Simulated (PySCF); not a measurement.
# Zn⁺: excitation energy

Zn⁺ [Ar] 3d10 4s1 (2S) → Zn⁺ [Ar] 3d9 4s2 (2D), as a difference of total energies. All numbers are calculated (PySCF 2.14, the spin-free X2C one-electron Hamiltonian (Gaussian nucleus), in ANO-RCC-VTZP (6s5p3d2f1g, 59 functions)). Correlated levels: valence: [Ar] frozen. The calculations carry no spin-orbit coupling.

```csv
method,excitation energy (eV)
UHF,6.742
MP2 (valence),8.486
SCS-MP2 (valence),8.082
CCSD (valence),7.689
CCSD(T) (valence),7.755
```

Question: How much does correlation contribute at CCSD(T) (valence)?

Answer: 7.755 − (6.742) = 1.013 eV, measured against UHF.

Errors of the correlated levels include the incompleteness of this basis and the frozen core.

For comparison: 7.910 eV (measured; NIST levels, between the centres of gravity of the two terms).
